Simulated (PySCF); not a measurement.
SiFClBr2, SMILES F[Si](Cl)(Br)Br. The structure is a stationary point at B3LYP-D3(BJ)/def2-SVP.

Computed with B3LYP-D3(BJ)/def2-SVP in PySCF.

Harmonic wavenumbers (cm⁻¹): 110, 131, 188, 221, 237, 353, 524, 605, 925. Rotational constants (GHz): 1.389, 0.8179, 0.6319; symmetry number 1.

Work out the zero-point energy and the ideal-gas rigid-rotor harmonic-oscillator thermochemistry at 298.15 K and 1 atm.

ZPE = ½ Σ hcν = ½ × 3295 cm⁻¹ = 19.71 kJ/mol. H − E(el) = 39.54 kJ/mol. Entropy in J/(mol K): translation 177.22, rotation 127.54, vibration 60.83, total 365.59. G − E(el) = -69.46 kJ/mol. Cp = 90.01 J/(mol K). Modes under 150 cm⁻¹ make the vibrational entropy uncertain.
